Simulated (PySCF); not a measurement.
## Polarisability and C₆ of Si⁺ (silicon, charge +1)

[Ne] 3s1 3p2, high-spin 4P determinant (an excited configuration). Calculation: PySCF 2.14, in dyall-acv3z (19s12p6d4f, 113 functions); the spin-free X2C one-electron Hamiltonian (Gaussian nucleus). Coupled (time-dependent) response in atomic units; α is the mean over directions.

```csv
method,mean α (bohr³),"α xx, yy, zz",C₆ (like pair),S(−4)
BLYP,18.20,"17.81, 18.39, 18.39",92.41,141.4
```

S(−4) is the Cauchy moment in α(ω) = α(0) + S(−4) ω² + …

α(iu) at BLYP:

```json
{"u (hartree)": "0", "α(iu) (bohr³)": "18.20"}
{"u (hartree)": "0.0500", "α(iu) (bohr³)": "17.85"}
{"u (hartree)": "0.100", "α(iu) (bohr³)": "16.89"}
{"u (hartree)": "0.200", "α(iu) (bohr³)": "13.94"}
{"u (hartree)": "0.300", "α(iu) (bohr³)": "10.87"}
{"u (hartree)": "0.500", "α(iu) (bohr³)": "6.483"}
{"u (hartree)": "0.750", "α(iu) (bohr³)": "3.725"}
{"u (hartree)": "1.00", "α(iu) (bohr³)": "2.395"}
{"u (hartree)": "1.50", "α(iu) (bohr³)": "1.254"}
{"u (hartree)": "2.00", "α(iu) (bohr³)": "0.7977"}
{"u (hartree)": "3.00", "α(iu) (bohr³)": "0.4348"}
{"u (hartree)": "5.00", "α(iu) (bohr³)": "0.2104"}
```

A single London oscillator, α(iu) = α/(1 + u²/ω²), gives C₆ = (3/4) ω α². Matching the computed C₆ needs ω = 4 × 92.41 / (3 × 18.20²) = 0.372 hartree.

For an ion, C₆ is the dispersion term alone; charge-induced terms of lower order in 1/R come first.

The components differ because the open shell of this determinant is not spherical; for a pure term their mean is the scalar polarisability.
